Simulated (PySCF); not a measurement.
Simulated C 1s region for `[AsH2][GeH2][CH]1CCCC1`, binding energy against the vacuum level.

Every computed line was given a Gaussian of 0.8 eV full width at half maximum and an area set by the number of equivalent atoms; the highest printed point is 100. Level of theory: delta-SCF UKS SCAN, pcX-2 on the ionised atom, pcseg-1 elsewhere, spin-free X2C (PySCF).

binding energy (eV), intensity and a bar:
```
    288.8          0 
    288.9          0 
    289.0          1 
    289.1          1 
    289.2          2 #
    289.3          5 #
    289.4          8 ##
    289.5         14 ####
    289.6         22 #######
    289.7         32 ##########
    289.8         46 ##############
    289.9         60 ##################
    290.0         75 #######################
    290.1         89 ###########################
    290.2         97 #############################
    290.3        100 ##############################
    290.4         95 #############################
    290.5         84 #########################
    290.6         69 #####################
    290.7         52 ################
    290.8         36 ###########
    290.9         23 #######
    291.0         13 ####
    291.1          7 ##
    291.2          4 #
    291.3          2 
    291.4          1 
    291.5          0
```

Count the maxima, the lines and the sites behind this envelope.

The curve has 1 maximum (at 290.3 eV). Under it lie 3 lines from 3 inequivalent carbon sites. At this width some lines have no maximum of their own.

Decompose the envelope and assign each component. Numbering: `[AsH2:1][GeH2:2][CH:3]1[CH2:4][CH2:5][CH2:6][CH2:7]1`.

| position (eV) | relative area | line | atoms | environment |
| --- | --- | --- | --- | --- |
| 289.94 | 1 | C 1s | C3 | sp3 carbon bound to germanium |
| 290.32 | 2 | C 1s | C4/C7 | ring CH2 carbon |
| 290.36 | 2 | C 1s | C5/C6 | ring CH2 carbon |

What are the centre and the root-mean-square width of the whole band?

The area-weighted mean of the lines is 290.26 eV. Their own spread about it is 0.16 eV (rms) and each Gaussian has σ = 0.8/2.355 = 0.34 eV; the variances add, which gives 0.38 eV.

The listed C 1s values span 0.42 eV, from C3 (bonded to 2 C, H and Ge) to C5/C6 (bonded to 2 C and 2 H). Summing the Pauling electronegativity differences to the bonded atoms, each weighted by its formal bond order, gives -0.89 for the lowest site and -0.70 for the highest; no listed site has a larger sum than the highest. The values 290.32 and 290.36 eV lie too close for their order to be trusted.

The curve has no shake-up lines and no vibrational structure. Topologically equivalent atoms share the value of their first member; where this conformer doesn't relate them by symmetry, their own values could differ. Geometry: PBE0-D3(BJ)/def2-SVP, one conformer, isolated molecule.
